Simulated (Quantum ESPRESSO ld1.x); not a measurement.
Task: The mean radii <r> (bohr) of the occupied orbitals of an atom or ion are listed with their occupations. Calculated with ld1.x of Quantum ESPRESSO 7.5: scalar-relativistic Kohn-Sham, LDA (Slater exchange, Perdew-Wang correlation), spin-polarised, spherical densities, point nucleus.

orbital  occ.     <r>
1s up       1  0.1116
1s down     1  0.1114
2s up       1  0.5321
2s down     1  0.5372
2p up       3  0.4823
2p down     1  0.4894

Name the element and its charge. Open shells, if any, are filled with parallel spins first.

Result: Z = 14, silicon, charge +6: Si6+ in [He] 2s2 2p4. The 1s radius gives Z: for a bare nucleus <r> = (2 gamma + 1)/(2Z) with gamma = sqrt(1 - (Z/c)^2), 0.1068 bohr for Z = 14, and screening makes it slightly larger (0.1116 here). The occupations add up to 8, and the charge is Z minus that.
